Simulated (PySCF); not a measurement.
A structure optimised at PBE-D3(BJ)/def2-SVP, used in a PySCF frequency run:

```xyz
9

C     -1.3502    -0.5314     0.9208
Si    -0.1152     0.1051    -0.3306
O      1.0477    -1.0233    -0.7329
F      0.6006     1.4259     0.3353
H     -0.8521    -0.8065     1.8734
H     -1.8789    -1.4268     0.5356
H     -2.1084     0.2444     1.1521
H     -0.7256     0.5167    -1.6291
H      1.4917    -1.4569     0.0165
```
Charge 0, spin multiplicity 1.

Problem. Write its SMILES and formula.

Solution. C[Si@H](O)F, CH5FOSi

Problem. What are its rotational constants (standard atomic weights)?

Solution. 6.3405, 5.8638, 3.5671 GHz
